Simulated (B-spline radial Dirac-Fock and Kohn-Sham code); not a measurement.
Z = 17 (chlorine), transition energy 584 keV. These are calculated numbers from a radial B-spline solver; the model is a Dirac-Hartree-Slater potential of the neutral atom with a Latter tail (no hole, which puts coefficients of high multipoles low close above an edge), finite nucleus with surface currents. Subshells that would emit electrons below 1 keV are left out.

Q: A pure transition shows α(K) = 0.000869, L1/L2 = 92.3 and L1/L3 = 172. What is its multipolarity?
A. E4
B. E1
C. M2
D. M4
E. M3
F. M1
G. E2
H. E3

A: E. For comparison, α(K), L1/L2, L1/L3 are E1 7.53e-05, 405, 179; E2 0.000240, 184, 145; E3 0.000681, 87.0, 100; E4 0.00186, 47.7, 67.6; M1 0.000111, 267, 338; M2 0.000316, 147, 312; M4 0.00236, 63.3, 91.1.
